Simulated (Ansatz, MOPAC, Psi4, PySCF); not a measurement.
Species: C$_{2}$H$_{2}$O, charge 0, multiplicity 1. SMILES: C#CO
Coordinates optimised at B3LYP-D3(BJ)/def2-TZVP (Ansatz, a program for electronic structure):
```xyz
5

C      1.3080    -0.1153    -0.1364
C      0.1216    -0.0059    -0.0156
O     -1.1689     0.1846     0.0722
H      2.3584    -0.2191    -0.2392
H     -1.5848    -0.5301     0.5735
```
Charge 0, spin multiplicity 1.

Quantity: vertical ionisation energy to the doublet, in eV. Terms: PM7 with its own dispersion and hydrogen-bond terms; dispersion terms only where a functional's name holds one; frozen cores in correlated levels; non-relativistic; 6-311+G** with 5d; no spin-orbit coupling; six Cartesian d functions in 6-31G* and its kin unless marked 5d; open shells spin-unrestricted; each state is the SCF solution reached for its charge and spin. CBS(X,Y): correlation extrapolated as X^-3; Hartree-Fock from the larger set. The bracket is a focal-point correction in the basis named. First-principles rows: single points at B3LYP-D3(BJ) geometries (Ansatz). Semi-empirical rows: differences of heats of formation at the shared geometry for vertical values.

Coupled cluster (Ansatz) is a level with limits of its own, used here on species with T1 under 0.025 (0.045 for open shells) and stable references: RI-MP2/CBS(aug-cc-pVTZ,aug-cc-pVQZ)+[CCSD(T)-MP2]/aug-cc-pVTZ.

Value to compare with, RI-MP2/CBS(aug-cc-pVTZ,aug-cc-pVQZ)+[CCSD(T)-MP2]/aug-cc-pVTZ (Ansatz): 10.30 eV.

```
level               program  vertical ionisation energy to the doublet (eV)  difference
------------------  -------  ----------------------------------------------  ----------
PM3                   MOPAC                                           10.11       -0.19
PM6                   MOPAC                                            9.97       -0.33
PM7                   MOPAC                                           10.12       -0.18
HF/6-31G*            Ansatz                                            8.85       -1.45
PBE/6-31G*           Ansatz                                            9.65       -0.65
B3LYP/STO-3G         Ansatz                                            8.20       -2.10
B3LYP/3-21G          Ansatz                                            9.88       -0.42
B3LYP/6-31G*         Ansatz                                            9.77       -0.53
B3LYP/6-311+G**      Ansatz                                           10.09       -0.21
M06-2X/6-31G* (5d)    PySCF                                            9.99       -0.31
wB97X-D/6-31G*         Psi4                                            9.83       -0.47
MP2/6-31G*           Ansatz                                            9.87       -0.43
MP2/6-311+G**        Ansatz                                           10.23       -0.07
PBE/def2-TZVPD       Ansatz                                            9.93       -0.37
wB97M-V/def2-TZVPD   Ansatz                                           10.02       -0.28
wB97X-V/def2-TZVPD   Ansatz                                           10.03       -0.27
```

Among the 13 habitual levels, B3LYP/STO-3G lies farthest from RI-MP2/CBS(aug-cc-pVTZ,aug-cc-pVQZ)+[CCSD(T)-MP2]/aug-cc-pVTZ (Ansatz) (-2.10 eV) and MP2/6-311+G** nearest (-0.07); 0 of 13 lie above it, and their mean absolute difference is 0.56 eV, the median 0.42. One case shows no general order.

The levels are drawn from those run, B3LYP/6-31G* more often than the rest, none by its result; left out are runs that failed, that the program found above a lower state of the same kind, or whose <S^2> lies over 0.5 above the pure value.
